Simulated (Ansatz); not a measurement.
`[SH][Ti]([SH])([SH])[Cl]` + `OB1OC1Cl` → `[SH][Ti]([SH])([Cl])[Cl]` + `OB1OC1S`  (redistribution)

Computed with Ansatz on PBE0-D4/def2-TZVP structures; ΔE is electronic, products minus reactants. CCSD(T)/CBS adds triple-zeta CCSD(T) − MP2 to the extrapolated MP2 energy (def2 sets, frozen cores). DFT in def2-TZVPP. For Ti outer-core shells are correlated without core-valence functions, which leaves a few kJ/mol of doubt a bond. Scalar relativity is left out up to krypton. Each species was taken in one conformer, which may not be the lowest.

| species | r2SCAN energy (Eh) |
| --- | --- |
| `[SH][Ti]([SH])([SH])[Cl]` | -2506.17552 |
| `OB1OC1Cl` | -674.81697 |
| `[SH][Ti]([SH])([Cl])[Cl]` | -2567.60847 |
| `OB1OC1S` | -613.41274 |

Problem. Work out ΔE.

Solution. ΔE = (-2567.60847) + (-613.41274) − (-2506.17552) − (-674.81697) = -0.02872 Eh = -75.4 kJ/mol. CCSD(T)/CBS gives -72.1 kJ/mol.

Largest T1 diagnostic among the species: 0.028, so the coupled-cluster value is less sure than usual.

In def2-TZVPP, CCSD(T) changes the Hartree–Fock value by +11.1 kJ/mol (the triples alone add +2.9 kJ/mol) and MP2 by +12.4 kJ/mol.
